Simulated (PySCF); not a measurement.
SMILES COC(C)=O (C3H6O2), singlet (GFN2-xTB optimised geometry):

```
11

C      1.173    -1.384     0.027
O      0.544    -0.110     0.000
C     -0.796    -0.110     0.000
C     -1.336     1.295     0.000
O     -1.458    -1.112     0.010
H      0.918    -1.913     0.947
H      0.848    -1.985    -0.824
H      2.242    -1.197    -0.022
H     -0.589     1.985    -0.381
H     -1.586     1.570     1.023
H     -2.242     1.337    -0.596
```

Calculation: CAM-B3LYP/def2-TZVP (PySCF).

**Question.** What are the frontier orbital energies and the dipole moment?

**Answer.** HOMO-2 -11.67 eV, HOMO-1 -10.23 eV, HOMO -9.46 eV, LUMO 1.60 eV, LUMO+1 2.08 eV; dipole moment 1.93 D.

On the same geometry PySCF 2.14.0 with PBE/def2-TZVP gives HOMO-2 -8.50 eV, HOMO-1 -7.26 eV, HOMO -6.27 eV, LUMO -0.74 eV, LUMO+1 0.56 eV; dipole moment 1.85 D.

Meta-Löwdin charges at CAM-B3LYP/def2-TZVP: C1 -0.12, O2 -0.35, C3 0.54, C4 -0.38, O5 -0.48, H6 0.12, H7 0.12, H8 0.13, H9 0.14, H10 0.14, H11 0.14.
